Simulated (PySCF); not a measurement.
PySCF job for Be(Cl)(SMe) (CH₃BeClS), SMILES C[S][Be][Cl], TDA-M06-2X/def2-SVPD. The structure is a stationary point at B3LYP-D3(BJ)/def2-SVP. Other conformers were not sampled.

```python
import numpy as np
from pyscf import gto, scf, dft, tdscf

mol = gto.M(
    atom='''
    Be    0.26602434   -0.50730138    0.00000000
    Cl   -0.15425151   -2.27571701    0.00000000
    S     0.70943352    1.33305960   -0.00000000
    C    -0.97953072    2.09492186   -0.00000000
    H    -1.54395114    1.81771391    0.90018484
    H    -0.82767137    3.18248197    0.00000001
    H    -1.54395116    1.81771391   -0.90018483
    ''',
    basis='def2-SVPD',
    charge=0,
    spin=0,
    symmetry=True,
    max_memory=1600,
    verbose=4,
)
mf = dft.RKS(mol, xc='m06-2x').density_fit(auxbasis='def2-universal-jkfit')
mf.grids.level = 4
mf.conv_tol = 1e-9
mf.max_cycle = 100
mf.kernel()
mf.grids = dft.Grids(mol).set(level=2).build(with_non0tab=True)  # coarser grid for the response kernel
td = tdscf.TDA(mf)
td.singlet = True
td.nstates = 10
td.conv_tol = 1e-4
td.kernel(x0=td.get_init_guess(mf, 15))
td.analyze()
tt = tdscf.TDA(mf)
tt.singlet = False
tt.nstates = 4
tt.conv_tol = 1e-4
tt.kernel(x0=tt.get_init_guess(mf, 9))
tt.analyze(verbose=3)
```

It prints:

```
PySCF version 2.14.0

[INPUT] verbose = 4
[INPUT] num. atoms = 7
[INPUT] num. electrons = 46
[INPUT] charge = 0
[INPUT] spin (= nelec alpha-beta = 2S) = 0
[INPUT] symmetry True subgroup None
[INPUT] Mole.unit = angstrom
[INPUT] Symbol           X                Y                Z      unit          X                Y                Z       unit  Magmom
[INPUT]  1 Be     0.266024340000  -0.507301380000   0.000000000000 AA    0.502713145068  -0.958660670814   0.000000000000 Bohr   0.0
[INPUT]  2 Cl    -0.154251510000  -2.275717010000   0.000000000000 AA   -0.291493108201  -4.300481885914   0.000000000000 Bohr   0.0
[INPUT]  3 S      0.709433520000   1.333059600000   0.000000000000 AA    1.340635056386   2.519117551722   0.000000000000 Bohr   0.0
[INPUT]  4 C     -0.979530720000   2.094921860000   0.000000000000 AA   -1.851044791398   3.958828567764   0.000000000000 Bohr   0.0
[INPUT]  5 H     -1.543951140000   1.817713910000   0.900184840000 AA   -2.917644804310   3.434981462712   1.701102809085 Bohr   0.0
[INPUT]  6 H     -0.827671370000   3.182481970000   0.000000010000 AA   -1.564072210444   6.014019319666   0.000000018897 Bohr   0.0
[INPUT]  7 H     -1.543951160000   1.817713910000  -0.900184830000 AA   -2.917644842105   3.434981462712  -1.701102790188 Bohr   0.0

nuclear repulsion = 147.992263353554
point group symmetry = Cs
symmetry origin: [ 8.21620134e-10 -5.75134070e-09  8.21620057e-10]
symmetry axis x: [ 1.0000000e+00  1.1694324e-09 -3.1166397e-10]
symmetry axis y: [ 1.16943240e-09 -1.00000000e+00 -3.14574359e-10]
symmetry axis z: [ 3.11663970e-10 -3.14574358e-10  1.00000000e+00]
num. orbitals of irrep A' = 75
num. orbitals of irrep A" = 35
number of shells = 48
number of NR pGTOs = 172
number of NR cGTOs = 110
basis = def2-SVPD
ecp = {}


[settings echo left out]
init E= -913.023977137553
HOMO (A") = -0.306274604356491  LUMO (A') = -0.052003853650477  gap/eV = 6.91906
cycle= 1 E= -912.777849065342  delta_E= 0.246  |g|= 0.251  |ddm|=  3.2
HOMO (A") = -0.29518805732485  LUMO (A') = -0.0243993138423666  gap/eV = 7.36854
cycle= 2 E= -912.791306654062  delta_E= -0.0135  |g|= 0.203  |ddm|= 0.741
HOMO (A") = -0.311737659228523  LUMO (A') = -0.0154680928999911  gap/eV = 8.06191
cycle= 3 E= -912.803945583282  delta_E= -0.0126  |g|= 0.0226  |ddm|= 0.331
HOMO (A") = -0.311857886236122  LUMO (A') = -0.0173531160905172  gap/eV = 8.01388
cycle= 4 E= -912.804168952708  delta_E= -0.000223  |g|= 0.00953  |ddm|= 0.0542
HOMO (A") = -0.311562491206383  LUMO (A') = -0.0168779057077666  gap/eV = 8.01878
cycle= 5 E= -912.804196508751  delta_E= -2.76e-05  |g|= 0.00259  |ddm|= 0.019
HOMO (A") = -0.311402787622407  LUMO (A') = -0.0168485785172066  gap/eV = 8.01523
cycle= 6 E= -912.804199208359  delta_E= -2.7e-06  |g|= 0.00099  |ddm|= 0.00584
HOMO (A") = -0.311468956361826  LUMO (A') = -0.0169261362523168  gap/eV = 8.01492
cycle= 7 E= -912.804199641802  delta_E= -4.33e-07  |g|= 0.000189  |ddm|= 0.00237
HOMO (A") = -0.31148617310705  LUMO (A') = -0.0169106387957512  gap/eV = 8.01581
cycle= 8 E= -912.804199662374  delta_E= -2.06e-08  |g|= 6.17e-05  |ddm|= 0.000603
HOMO (A") = -0.311476825360659  LUMO (A') = -0.016908488546552  gap/eV = 8.01561
cycle= 9 E= -912.804199664109  delta_E= -1.74e-09  |g|= 1.34e-05  |ddm|= 0.000137
HOMO (A") = -0.311480156974247  LUMO (A') = -0.0169095105034405  gap/eV = 8.01568
cycle= 10 E= -912.804199664199  delta_E= -8.98e-11  |g|= 3.87e-06  |ddm|= 3.55e-05
HOMO (A") = -0.311478737371943  LUMO (A') = -0.0169089220310426  gap/eV = 8.01565
Extra cycle  E= -912.80419966421  delta_E= -1.07e-11  |g|= 2.57e-06  |ddm|= 1.32e-05
converged SCF energy = -912.80419966421
tot grids = 61848


******** <class 'pyscf.tdscf.rks.TDA'> for <class 'pyscf.df.df_jk.DFSymAdaptedRKS'> ********
nstates = 10 singlet
deg_eia_thresh = 1.000e-03
wfnsym = None
conv_tol = 0.0001
eigh lindep = 1e-12
eigh level_shift = 0
eigh max_cycle = 100


Excitation energies (eV)
[4.75938323 5.88399678 6.18542606 6.6365267  7.05593616 7.19484569
 7.38635934 7.43663449 7.46349647 7.63836519]

** Singlet excitation energies and oscillator strengths **
Excited State   1:   A"      4.75938 eV    260.50 nm  f=0.0000
      23 -> 24       -0.67739
      23 -> 28       -0.15997
Excited State   2:   A"      5.88400 eV    210.71 nm  f=0.0328
      23 -> 25       -0.65261
      23 -> 27       -0.18410
      23 -> 30       -0.11409
Excited State   3:   A'      6.18543 eV    200.45 nm  f=0.0487
      22 -> 24        0.44478
      23 -> 26        0.47956
      23 -> 29       -0.20717
Excited State   4:   A'      6.63653 eV    186.82 nm  f=0.0807
      22 -> 24       -0.49520
      22 -> 25       -0.17774
      23 -> 26        0.41459
Excited State   5:   A"      7.05594 eV    175.72 nm  f=0.0023
      20 -> 24        0.10094
      22 -> 26        0.18494
      23 -> 28       -0.34268
      23 -> 30        0.43276
      23 -> 31       -0.21618
      23 -> 35       -0.26181
Excited State   6:   A"      7.19485 eV    172.32 nm  f=0.0199
      23 -> 25       -0.15426
      23 -> 27        0.65403
      23 -> 30       -0.11896
      23 -> 31       -0.11160
Excited State   7:   A"      7.38636 eV    167.86 nm  f=0.0038
      22 -> 26       -0.58809
      22 -> 29        0.21880
      23 -> 28       -0.24653
      23 -> 30        0.11356
Excited State   8:   A'      7.43663 eV    166.72 nm  f=0.1346
      22 -> 24        0.10133
      22 -> 25       -0.60134
      22 -> 27       -0.22694
      23 -> 26       -0.18508
Excited State   9:   A"      7.46350 eV    166.12 nm  f=0.0000
      20 -> 24        0.62119
      20 -> 28        0.17691
      20 -> 30       -0.11519
      23 -> 28        0.19538
Excited State  10:   A"      7.63837 eV    162.32 nm  f=0.0000
      20 -> 24       -0.18728
      22 -> 26       -0.13776
      23 -> 24       -0.15375
      23 -> 28        0.46453
      23 -> 30        0.26283
      23 -> 32        0.10817
      23 -> 35       -0.28223

** Transition electric dipole moments (AU) **
state          X           Y           Z        Dip. S.      Osc.
  1         0.0000     -0.0000     -0.0170      0.0003      0.0000
  2         0.0000     -0.0000      0.4769      0.2274      0.0328
  3         0.0112     -0.5667     -0.0000      0.3213      0.0487
  4         0.0244     -0.7039      0.0000      0.4961      0.0807
  5        -0.0000      0.0000     -0.1144      0.0131      0.0023
  6        -0.0000     -0.0000     -0.3358      0.1128      0.0199
  7        -0.0000     -0.0000      0.1453      0.0211      0.0038
  8         0.2237      0.8300      0.0000      0.7389      0.1346
  9         0.0000      0.0000     -0.0064      0.0000      0.0000
 10         0.0000      0.0000      0.0083      0.0001      0.0000

** Transition velocity dipole moments (imaginary part, AU) **
state          X           Y           Z        Dip. S.      Osc.
  1        -0.0000     -0.0000      0.0513      0.0026      0.0100
  2         0.0000     -0.0000      0.0897      0.0080      0.0248
  3        -0.0073     -0.0987     -0.0000      0.0098      0.0287
  4         0.0819     -0.0566     -0.0000      0.0099      0.0271
  5         0.0000      0.0000     -0.0555      0.0031      0.0079
  6        -0.0000      0.0000     -0.0845      0.0071      0.0180
  7         0.0000     -0.0000     -0.0384      0.0015      0.0036
  8         0.0332      0.1961      0.0000      0.0396      0.0965
  9         0.0000      0.0000     -0.0127      0.0002      0.0004
 10        -0.0000      0.0000     -0.0300      0.0009      0.0021

** Transition magnetic dipole moments (imaginary part, AU) **
state          X           Y           Z
  1        -0.4094     -0.3670     -0.0000
  2        -0.3151      0.4269      0.0000
  3         0.0000      0.0000      0.2634
  4        -0.0000      0.0000      0.4754
  5         0.3618      0.1902      0.0000
  6        -0.1490     -0.2167     -0.0000
  7        -0.3274      0.4930      0.0000
  8        -0.0000     -0.0000     -0.6642
  9        -0.0716     -0.0796      0.0000
 10        -0.3301     -0.0933     -0.0000


******** <class 'pyscf.tdscf.rks.TDA'> for <class 'pyscf.df.df_jk.DFSymAdaptedRKS'> ********
nstates = 4 triplet
deg_eia_thresh = 1.000e-03
wfnsym = None
conv_tol = 0.0001
eigh lindep = 1e-12
eigh level_shift = 0
eigh max_cycle = 100


Excitation energies (eV)
[4.51853203 5.40627443 5.65454165 5.80286798]

** Triplet excitation energies and oscillator strengths **
Excited State   1:   A"      4.51853 eV    274.39 nm  f=0.0000
Excited State   2:   A'      5.40627 eV    229.33 nm  f=0.0000
Excited State   3:   A"      5.65454 eV    219.26 nm  f=0.0000
Excited State   4:   A'      5.80287 eV    213.66 nm  f=0.0000
```

The run converged.

Cost: about 2.3 core-minutes (a rough figure).
